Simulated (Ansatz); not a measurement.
tetraphenylborate, `c1ccc([B-](c2ccccc2)(c2ccccc2)c2ccccc2)cc1`, relaxed as a singlet with RKS PBE-D4/def2-SVP in Ansatz, starting from the GFN2-xTB geometry. Force threshold 0.03 eV/Å.

Single mean-field runs in def2-SVP are fitted with def2-universal-jkfit.

Start:

Cartesian coordinates in Å:
```
C 1.377 3.022 2.956
C 2.290 2.339 2.172
C 1.852 1.421 1.234
C 0.498 1.152 1.032
B 0.001 0.001 0.001
C 0.017 -1.321 0.944
C 1.167 -2.094 1.107
C 1.216 -3.171 1.973
C 0.103 -3.513 2.722
C -1.047 -2.750 2.601
C -1.079 -1.675 1.731
C 0.940 -0.136 -1.318
C 1.541 0.975 -1.909
C 2.270 0.883 -3.082
C 2.417 -0.339 -3.716
C 1.812 -1.456 -3.166
C 1.086 -1.348 -1.993
C -1.452 0.307 -0.657
C -2.310 -0.720 -1.051
C -3.513 -0.472 -1.688
C -3.899 0.829 -1.966
C -3.057 1.868 -1.608
C -1.857 1.604 -0.971
C -0.395 1.838 1.854
C 0.027 2.758 2.797
H 1.714 3.746 3.690
H 3.352 2.524 2.298
H 2.585 0.893 0.638
H 2.051 -1.841 0.536
H 2.128 -3.751 2.069
H 0.133 -4.358 3.400
H -1.921 -2.998 3.194
H -1.986 -1.089 1.658
H 1.434 1.942 -1.436
H 2.727 1.770 -3.510
H 2.991 -0.418 -4.632
H 1.908 -2.417 -3.659
H 0.615 -2.234 -1.587
H -2.026 -1.745 -0.850
H -4.157 -1.297 -1.975
H -4.841 1.030 -2.462
H -3.341 2.890 -1.833
H -1.212 2.432 -0.708
H -1.455 1.644 1.752
H -0.699 3.276 3.416
```

```
step  energy (eV)  largest force component (eV/Å)  SCF passes
   1  -25841.7543                           0.723          20
   2  -25842.1314                           0.186          22
   3  -25842.1633                           0.054          22
   4  -25842.1636                           0.019          15
```

Force components are those of the run's own axes.

End:

Cartesian coordinates in Å:
```
C 1.398 3.059 3.008
C 2.323 2.372 2.205
C 1.877 1.451 1.243
C 0.504 1.177 1.033
B 0.000 0.000 0.000
C 0.012 -1.347 0.944
C 1.178 -2.132 1.113
C 1.234 -3.217 2.003
C 0.109 -3.558 2.773
C -1.060 -2.790 2.641
C -1.097 -1.709 1.745
C 0.963 -0.140 -1.326
C 1.574 0.985 -1.930
C 2.303 0.895 -3.127
C 2.445 -0.342 -3.776
C 1.838 -1.476 -3.213
C 1.113 -1.368 -2.015
C -1.478 0.311 -0.650
C -2.352 -0.727 -1.054
C -3.565 -0.477 -1.715
C -3.953 0.841 -2.006
C -3.102 1.895 -1.633
C -1.892 1.626 -0.973
C -0.400 1.874 1.871
C 0.028 2.799 2.838
H 1.741 3.785 3.764
H 3.404 2.556 2.330
H 2.622 0.918 0.630
H 2.077 -1.878 0.527
H 2.164 -3.802 2.100
H 0.145 -4.410 3.472
H -1.951 -3.036 3.243
H -2.023 -1.115 1.666
H 1.469 1.969 -1.443
H 2.764 1.800 -3.559
H 3.018 -0.420 -4.715
H 1.930 -2.455 -3.713
H 0.638 -2.271 -1.596
H -2.065 -1.771 -0.844
H -4.215 -1.319 -2.008
H -4.905 1.045 -2.522
H -3.384 2.937 -1.861
H -1.237 2.469 -0.698
H -1.480 1.680 1.762
H -0.713 3.320 3.466
```

By distances, no bond broke or formed. The bond that changes most is C4–B5, from 1.62 to 1.64 Å (atoms count from 1).

No frequencies were taken in this run, so the end may be a saddle point.

It took 21 s on 2 threads of AMD EPYC 7R13 on a shared host and a share (18 GiB) of an NVIDIA H100 80GB HBM3.
